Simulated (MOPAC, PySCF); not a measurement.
C2H2N2O, SMILES `N#CNC=O`, neutral singlet in the gas phase. 

Cartesian coordinates (Å):
```xyz
7

N      2.4523    -0.4977    -0.2207
C      1.3732    -0.0618    -0.2970
N      0.1353     0.4559    -0.3901
C     -1.0308    -0.2693    -0.1000
O     -1.0452    -1.4201     0.2594
H      0.0462     1.4262    -0.6874
H     -1.9311     0.3667    -0.2486
```
Charge 0, spin multiplicity 1.

All levels are single points at this geometry (PBE-D3(BJ)/def2-TZVP); Pople sets use spherical d functions. Orbital energies aren't observables, and empty levels follow the basis.

PBE-D3(BJ)/def2-TZVP in PySCF gives HOMO (eV) = -7.18.

Q: Estimate the HOMO (eV) from each of these levels: B3LYP/3-21G in PySCF; B3LYP/6-31G* in PySCF; BP86/6-31G* in PySCF; M06-2X/6-31G* in PySCF; PBE/6-31G* in PySCF; SVWN5/6-31G* in PySCF; HF/3-21G in PySCF; HF/6-31G* in PySCF; AM1 in MOPAC; PM3 in MOPAC; PM6 in MOPAC; PM7 in MOPAC.

A: 
| level | HOMO (eV) |
|---|---|
| B3LYP/3-21G in PySCF | -7.83 |
| B3LYP/6-31G* in PySCF | -8.03 |
| BP86/6-31G* in PySCF | -6.93 |
| M06-2X/6-31G* in PySCF | -9.59 |
| PBE/6-31G* in PySCF | -6.80 |
| SVWN5/6-31G* in PySCF | -6.93 |
| HF/3-21G in PySCF | -11.33 |
| HF/6-31G* in PySCF | -11.52 |
| AM1 in MOPAC | -10.90 |
| PM3 in MOPAC | -10.32 |
| PM6 in MOPAC | -11.07 |
| PM7 in MOPAC | -10.96 |
